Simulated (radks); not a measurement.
The nuclear charge of the erbium ion Er2+ is varied continuously with 66 electrons held in [Xe] 4f12. All-electron calculation, scalar-relativistic Kohn-Sham, PBE, spin-unpolarised, spherical densities, point nucleus. Program: a radial shooting solver on a logarithmic mesh with Libxc functionals. By the Hellmann-Feynman theorem dE/dZ = E(electron-nucleus)/Z, the electronic potential at the nucleus. The scalar-relativistic energy here is not variational (the density holds large components alone), so the two differ by a part that grows with Z.

| Z | E (hartree) | E(electron-nucleus)/Z (hartree) | HOMO | e(HOMO) (eV) | <r> HOMO (bohr) |
|---|---|---|---|---|---|
| 67.6 | -12896.5784 | -467.681 | 4f | -11.209 | 0.8599 |
| 67.8 | -12990.9272 | -469.743 | 4f | -14.229 | 0.8388 |
| 68 | -13085.6948 | -471.803 | 4f | -17.437 | 0.8202 |
| 68.2 | -13180.8812 | -473.863 | 4f | -20.811 | 0.8035 |
| 68.4 | -13276.4864 | -475.924 | 4f | -24.338 | 0.7882 |
| 68.6 | -13372.5106 | -477.984 | 4f | -28.007 | 0.7741 |
| 68.8 | -13468.9539 | -480.045 | 4f | -31.810 | 0.7610 |
| 69 | -13565.8165 | -482.108 | 4f | -35.740 | 0.7488 |

The central difference of E at Z = 68 is -474.885 hartree, to compare with the third column; the second derivative is -10.5 hartree.
